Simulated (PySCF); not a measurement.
Compound: SiSe (singlet state).
SMILES: `[Si][Se]`

Level: wB97X-D/def2-SVPD in PySCF, non-relativistic, on one gas-phase PBE0-D3(BJ)/def2-SVP geometry that isn't relaxed in the solvent. The solvent is an IEF-PCM continuum (cavity from Bondi-type radii × 1.2), and excitations are vertical TDDFT with non-equilibrium linear response and a frozen core. Only the electrostatic response of the medium enters. Spin–orbit coupling is left out although an atom past zinc is present.

Gas-phase singlets (H = HOMO, L = LUMO):

| state | E (eV) | λ (nm) | f | leading configurations |
| --- | --- | --- | --- | --- |
| S1 | 3.655 | 339 | 0.000 | H→L 48%, H-1→L+1 48% |
| S2 | 3.911 | 317 | 0.000 | H-1→L+1 46%, H→L 46% |
| S3 | 3.911 | 317 | 0.000 | H→L+1 46%, H-1→L 46% |
| S4 | 4.117 | 301 | 0.014 | H-2→L 98% |
| S5 | 4.118 | 301 | 0.014 | H-2→L+1 98% |

Task: How does the list change in chloroform (ε = 4.711)?

Result: 
```tsv
state	E (eV)	λ (nm)	f	leading configurations	change by rank (eV)
S1	3.755	330	0.000	H-1→L+1 49%, H-2→L 49%	+0.100
S2	3.975	312	0.000	H-2→L 44%, H-1→L+1 44%	+0.064
S3	3.976	312	0.000	H-1→L 44%, H-2→L+1 44%	+0.065
S4	4.080	304	0.018	H→L+1 92%	-0.037
S5	4.081	304	0.018	H→L 92%	-0.037
```

Task: How do the frontier levels move from gas to chloroform?

Result: 
| orbital | gas (eV) | solvent (eV) | change (eV) |
| --- | --- | --- | --- |
| LUMO+2 | 1.91 | 1.90 | -0.01 |
| LUMO+1 | -0.83 | -0.74 | +0.09 |
| LUMO | -0.83 | -0.74 | +0.09 |
| HOMO | -9.67 | -9.65 | +0.02 |
| HOMO-1 | -9.67 | -9.67 | 0.00 |
| HOMO-2 | -9.71 | -9.67 | +0.04 |
| HOMO-3 | -14.29 | -14.25 | +0.04 |

The HOMO–LUMO gap goes from 8.83 to 8.91 eV. Rows go by rank; for HOMO-2, HOMO-1 and HOMO the atom shares or the degeneracy differ between the runs, so the row needn't follow one orbital.

The run took 2.6 s wall on an Arm Neoverse N1 with one thread (shared host), and the process peaked at 0.31 GiB of memory. This is the whole response run at wB97X-D/def2-SVPD in chloroform, SCF included.
